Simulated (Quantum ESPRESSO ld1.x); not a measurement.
Values are calculated unless marked as measured or tabulated.
All-electron atom: Ar5+ in [Ne] 3s2 3p1.

Level of theory: non-relativistic Kohn-Sham, LDA (Slater exchange, Perdew-Wang correlation), spin-polarised, spherical densities, point nucleus; open shells are filled with parallel spins first (ld1.x of Quantum ESPRESSO 7.5).

Energy parts (eV):
| part | energy |
|---|---|
| total | -14092.93 |
| kinetic | 14071.20 |
| electron-nucleus | -32421.34 |
| Hartree | 4983.78 |
| exchange-correlation | -726.57 |

Orbitals (lengths in bohr, moments of r in powers of bohr):
[
 {"orbital": "1s up", "occ.": "1", "eigenvalue (eV)": "-3190.74", "<r^2>": "0.01003"},
 {"orbital": "1s down", "occ.": "1", "eigenvalue (eV)": "-3190.40", "<r^2>": "0.01003"},
 {"orbital": "2s up", "occ.": "1", "eigenvalue (eV)": "-383.227", "<r^2>": "0.2050"},
 {"orbital": "2s down", "occ.": "1", "eigenvalue (eV)": "-382.846", "<r^2>": "0.2046"},
 {"orbital": "2p up", "occ.": "3", "eigenvalue (eV)": "-319.880", "<r^2>": "0.1747"},
 {"orbital": "2p down", "occ.": "3", "eigenvalue (eV)": "-319.416", "<r^2>": "0.1744"},
 {"orbital": "3s up", "occ.": "1", "eigenvalue (eV)": "-98.9779", "<r^2>": "1.699"},
 {"orbital": "3s down", "occ.": "1", "eigenvalue (eV)": "-97.0818", "<r^2>": "1.711"},
 {"orbital": "3p up", "occ.": "1", "eigenvalue (eV)": "-82.9324", "<r^2>": "1.882"},
 {"orbital": "3p down", "occ.": "0", "eigenvalue (eV)": "-81.0957", "<r^2>": "1.902"}
]

The highest occupied level is 3p up at -82.932 eV. The density falls to 0.001 e/bohr^3 at r = 2.59 bohr. Spin moment in Bohr magnetons: 1.
